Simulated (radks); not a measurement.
Results of a calculation; reference values are marked as such.
Spherical quantum dot in the effective-mass picture: electrons in a well V = -V0 / (1 + exp((r - R)/a)) with V0 = 17.3, R = 2.11, a = 0.22, with a point charge +1 (a donor) at the centre, all in effective atomic units (hartree* = m*/eps^2 hartree, bohr* = eps/m* bohr), one dielectric constant everywhere. Level of theory: non-relativistic Kohn-Sham, PBEsol, spin-polarised, spherical densities (a radial shooting solver with Libxc functionals). Levels are named by radial order and angular momentum (1s, 1p, 1d, 2s, ...), and open shells are averaged over m.

N = 11, configuration 1s2 1p6 1d(up 3, down 0). This is the lowest configuration that the search found. Occupied and some empty levels:

level    occupation  eigenvalue (hartree*)  <r> (bohr*)
1s up             1                -9.5939        1.053
1s down           1                -9.5162        1.037
1p up             3                -8.4364        1.293
1p down           3                -8.3253        1.288
1d up             3                -7.0702        1.425
1d down           0                -6.9466        1.423
2s up             0                -6.6810        1.088
2s down           0                -6.6166        1.097
1f up             0                -5.4520        1.526
1f down           0                -5.3238        1.526
2p up             0                -4.4125        1.273
2p down           0                -4.3402        1.275

Energy (hartree*): total -130.837, kinetic 22.035, external -188.28, Hartree 42.352, exchange-correlation -6.9406.
